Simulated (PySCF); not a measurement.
## Orbital levels and atomic charges

System: C16H26 (flake graphane).

Cartesian coordinates (Å):
```
  1 C     0.631    1.819   -0.240
  2 C    -0.629    2.532    0.246
  3 C    -1.878    1.812   -0.247
  4 C    -1.891    0.363    0.239
  5 C    -0.630   -0.364   -0.241
  6 C     0.630    0.364    0.240
  7 C     1.891   -0.363   -0.240
  8 C    -0.632   -1.819    0.240
  9 C     0.629   -2.532   -0.246
 10 C     1.878   -1.811    0.247
 11 C     3.143    1.815   -0.247
 12 C     1.892    2.534    0.245
 13 C     3.141    0.372    0.245
 14 C    -3.141   -0.371   -0.247
 15 C    -3.143   -1.814    0.247
 16 C    -1.892   -2.535   -0.244
 17 H     0.631    1.822   -1.337
 18 H    -0.631    2.556    1.339
 19 H    -0.630    3.566   -0.108
 20 H    -1.899    1.826   -1.340
 21 H    -2.772    2.329    0.107
 22 H    -1.895    0.366    1.336
 23 H    -0.632   -0.365   -1.337
 24 H     0.632    0.365    1.337
 25 H     1.894   -0.365   -1.337
 26 H    -0.632   -1.822    1.337
 27 H     0.630   -2.557   -1.339
 28 H     0.630   -3.566    0.109
 29 H     1.899   -1.824    1.340
 30 H     2.773   -2.329   -0.108
 31 H     3.164    1.826   -1.340
 32 H     4.037    2.331    0.109
 33 H     1.894    2.556    1.338
 34 H     1.891    3.568   -0.108
 35 H     3.163    0.362    1.338
 36 H     4.035   -0.146   -0.110
 37 H    -3.161   -0.363   -1.339
 38 H    -4.035    0.147    0.107
 39 H    -3.163   -1.825    1.340
 40 H    -4.038   -2.330   -0.108
 41 H    -1.894   -2.561   -1.337
 42 H    -1.891   -3.568    0.112
```

Method: CAM-B3LYP/6-31G*, gas phase, PySCF, fitting set def2-universal-JFIT up to Ne and JKFIT beyond, grid level 1.

Q: Give the orbital energies near the gap.

A: 
```json
{"orbital": "HOMO-4", "eV": "-10.16"}
{"orbital": "HOMO-3", "eV": "-9.88"}
{"orbital": "HOMO-2", "eV": "-9.46"}
{"orbital": "HOMO-1", "eV": "-8.49"}
{"orbital": "HOMO", "eV": "-8.40"}
{"orbital": "LUMO", "eV": "3.32"}
{"orbital": "LUMO+1", "eV": "3.98"}
{"orbital": "LUMO+2", "eV": "4.05"}
{"orbital": "LUMO+3", "eV": "4.26"}
```

Q: Give the partial charges of the non-hydrogen atoms.

A: 
| atom | Mulliken | IAO | Hirshfeld |
| --- | --- | --- | --- |
| C1 | -0.09 | -0.09 | -0.01 |
| C2 | -0.26 | -0.24 | -0.06 |
| C3 | -0.26 | -0.24 | -0.06 |
| C4 | -0.09 | -0.09 | -0.01 |
| C5 | -0.10 | -0.10 | -0.02 |
| C6 | -0.10 | -0.10 | -0.02 |
| C7 | -0.09 | -0.09 | -0.01 |
| C8 | -0.09 | -0.09 | -0.01 |
| C9 | -0.26 | -0.24 | -0.06 |
| C10 | -0.26 | -0.24 | -0.06 |
| C11 | -0.26 | -0.24 | -0.06 |
| C12 | -0.26 | -0.24 | -0.06 |
| C13 | -0.26 | -0.24 | -0.06 |
| C14 | -0.26 | -0.24 | -0.06 |
| C15 | -0.26 | -0.24 | -0.06 |
| C16 | -0.26 | -0.24 | -0.06 |
